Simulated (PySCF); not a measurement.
C₇H₅FO₂.
Z-matrix (Å and degrees, PBE0-D3(BJ)/def2-SVP geometry), rows numbered from 1:
```
C 
C   1  1.3381
C   2  1.4641  1  125.98
C   3  1.4354  2  121.52  1     1.06
C   4  1.3507  3  116.80  2  -179.83
F   5  1.3072  4  123.14  3  -179.78
O   5  1.3088  4  125.19  3     0.09
C   7  1.4249  5  122.31  4    -0.17
O   8  1.1932  7  116.89  5  -179.93
C   3  1.3716  2  119.29  1  -178.86
H   1  1.0929  2  122.53  3    -0.01
H   1  1.0922  2  120.81  3   179.86
H   2  1.0945  1  119.05  3  -179.82
H   4  1.0870  3  123.63  2     0.41
H  10  1.0901  3  121.68  2    -0.16
```

Linear response at B3LYP/def2-SVPD (PySCF, frozen core in the response, non-relativistic).

Static isotropic polarisability: 96.98 au (14.37 Å³), principal values 51.6, 95.2, 144.1 au.

(1) What is the polarisability at 1064 nm and at the sodium D line?

(2) What is the isotropic C6 coefficient between two such molecules, C6 = (3/π)∫α(iω)² dω?

(3) Which effective excitation energy ω̄ makes London's formula C6 = (3/4)α²ω̄ exact here?

(4) What does −C6/R⁶ come to at R = 10 Å between centres?

(5) What n − 1 at the D line would an ideal gas of it have at 273.15 K and 1 atm (2.6868 × 10¹⁹ cm⁻³), by n − 1 = 2π·N·α′?

(6) What molar refraction at the D line follows from R = (4π/3)·N_A·α′, with α′ the polarisability volume?

(7) What three-body coefficient follows from the one-pole estimate C9 = (3/4)·α·C6?

(8) How anisotropic is the static polarisability, by Δα² = ½[(α1 − α2)² + (α2 − α3)² + (α3 − α1)²]?

Results:

(1) 98.88 au at 1064 nm (+2.0 %), 104.03 au at 589.3 nm (+7.3 %). The rise at 589.3 nm is 3.71 times that at 1064 nm; a pure ω² law gives 3.26. The lowest singlet lies at 311 nm, shorter than both wavelengths.

(2) 3311 au (Eh·bohr⁶) by a ten-point quadrature over imaginary frequencies, which is 1980 eV·Å⁶ or 191 J·nm⁶/mol.

(3) ω̄ = 4·C6/(3α²) = 0.469 Eh = 12.8 eV. A one-pole form α(ω) = α/(1 − ω²/ω̄²) fitted to the 1064 nm value gives 8.4 eV.

(4) -190 J/mol. This is the leading, orientation-averaged term; C8 and higher terms are left out.

(5) 26.02 × 10⁻⁴, a formal value whether or not that pressure can be reached.

(6) α′ = 15.42 Å³ gives R = 38.89 cm³/mol, for isolated, non-vibrating species.

(7) 241000 au. This is an estimate from the two numbers above, not a computed integral.

(8) Δα = 80.2 au, or 0.83 of the isotropic value.

On Intel Xeon Platinum 8488C, one thread, shared host with 96 logical CPUs at a one-minute load of 35, this took 61 s of wall time and 1.0 GiB of memory at its peak. This is the whole response run at B3LYP/def2-SVPD, SCF included.

One conformer stands for the species.
